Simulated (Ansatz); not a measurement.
Relaxation of CH3NOTe (7 atoms, charge 0, multiplicity 1), to a largest force component of 0.02 eV/Å in at most 40 steps.

Computed with RKS B3LYP/def2-SVP in Ansatz 0.2.0.

```xyz
7
Properties=species:S:1:pos:R:3
N 0.613 -1.171 -0.390
C -0.020 -0.177 0.253
O 0.496 0.290 1.433
Te -1.730 0.706 -0.482
H 0.168 -1.489 -1.316
H 1.383 -0.094 1.818
H -0.849 1.867 -1.360
```

Where does it end, and by what steps?

The forces met the threshold. After 14 steps the energy has fallen by 0.826 eV; H7 moved furthest, 1.14 Å.

```
step  energy less start (eV)  largest force component (eV/Å)  accepted
   0                  0.0000                           4.850       yes
   1                 -0.5895                           2.428       yes
   2                 -0.6634                           1.271       yes
   3                 -0.7110                           0.816       yes
   4                 -0.7377                           0.212       yes
   5                 -0.7489                           0.099       yes
   6                 -0.7496                           0.578       yes
   7                 -0.7915                           0.153       yes
   8                 -0.8102                           0.208       yes
   9                 -0.8225                           0.166       yes
  10                 -0.7801                           0.843        no
  11                 -0.8248                           0.182       yes
  12                 -0.8251                           0.116       yes
  13                 -0.8256                           0.046       yes
  14                 -0.8261                           0.016       yes
```

```xyz
7
Properties=species:S:1:pos:R:3
N 0.554 -1.428 -0.127
C 0.130 -0.250 0.021
O 0.578 0.548 1.002
Te -1.363 0.773 -1.188
H 0.142 -1.933 -0.911
H 1.238 0.023 1.494
H -1.219 2.199 -0.335
```

The run took 45 s on 1 thread of Arm Neoverse V2, on a shared host, peak memory 0.15 GiB.
